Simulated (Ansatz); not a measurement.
Born–Oppenheimer molecular dynamics of ClF$_{2}$H$_{3}$W (7 atoms, charge 0, multiplicity 1). It starts from a relaxed structure.

All numbers below come from RKS PBE0/def2-SVP in Ansatz 0.2.0.

```yaml
ensemble: NVE (velocity Verlet)
time_step: 0.5 fs
steps_asked: 100
starting_velocities_drawn_for: 3000 K
masses: H 2.014 u
seed: 876902
```

First frame:

```xyz
7
Properties=species:S:1:pos:R:3
W 0.078 0.000 0.328
F -0.101 0.000 2.231
Cl 2.310 0.000 0.146
H 0.037 1.313 -0.706
F -1.761 0.000 0.234
H 0.037 -1.313 -0.706
H -0.060 0.000 -1.396
```

(1) How far do the bonds stretch over the last three quarters of this one trajectory? (Pairs bonded in most of those frames.)

## Answers

(1) 
```tsv
bond	mean (Å)	spread (Å)	shortest	longest
W1–F2	1.921	0.035	1.86	1.96
W1–Cl3	2.304	0.053	2.23	2.41
W1–H4	1.686	0.054	1.60	1.77
W1–F5	1.849	0.027	1.81	1.88
W1–H6	1.696	0.069	1.58	1.81
W1–H7	1.702	0.034	1.65	1.76
```

Mean temperature of the second half: 1624 K. The conserved energy stayed within 0.27 meV per atom of its start (net change 0.055 meV per atom), so the integration is sound. A run of 0.05 ps of so small a system gives no equilibrium averages.

Time of the run: 9.8 min on 1 thread of Arm Neoverse V1, on a shared host, peak memory 0.19 GiB.
